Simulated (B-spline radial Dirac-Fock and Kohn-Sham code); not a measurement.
Two-hole binding energies of Pb¹⁸⁺

System: lead as Pb¹⁸⁺, [Kr] 4d10 4f14 5s2 5p2.

Calculated with a radial B-spline solver, using ΔSCF Dirac-Fock with Breit, self-energy and vacuum polarisation, finite nucleus, configuration average. U is the two-hole binding energy less the two single-hole energies, the effective repulsion of the holes after relaxation. Each two-hole energy is an average over J within one jj subconfiguration.

```tsv
holes	E(a) (eV)	E(b) (eV)	E(ab) (eV)	U (eV)
1s⁻¹ 2p3/2⁻¹	88431.7	13461.6	102297.1	403.8
1s⁻¹ 3d3/2⁻¹	88431.7	3004.9	91573.4	136.8
1s⁻¹ 3d5/2⁻¹	88431.7	2902.5	91464.8	130.5
2s⁻²	16294.0	16294.0	32867.4	279.3
2p1/2⁻¹ 2p3/2⁻¹	15626.9	13461.6	29388.7	300.3
2p3/2⁻²	13461.6	13461.6	27208.3	285.2
2s⁻¹ 3p1/2⁻¹	16294.0	3976.8	20400.2	129.4
2s⁻¹ 3p3/2⁻¹	16294.0	3487.9	19900.1	118.1
2s⁻¹ 3d5/2⁻¹	16294.0	2902.5	19323.8	127.3
2p3/2⁻¹ 3s⁻¹	13461.6	4274.9	17857.5	121.0
2p3/2⁻¹ 3p1/2⁻¹	13461.6	3976.8	?	?
3p1/2⁻²	3976.8	3976.8	8055.5	102.0
3p3/2⁻²	3487.9	3487.9	7063.9	88.0
3d5/2⁻²	2902.5	2902.5	5905.3	100.3
```

Q: Give the missing two-hole energy and U.

A: E(ab) = 17569.7 eV and U = 131.4 eV.
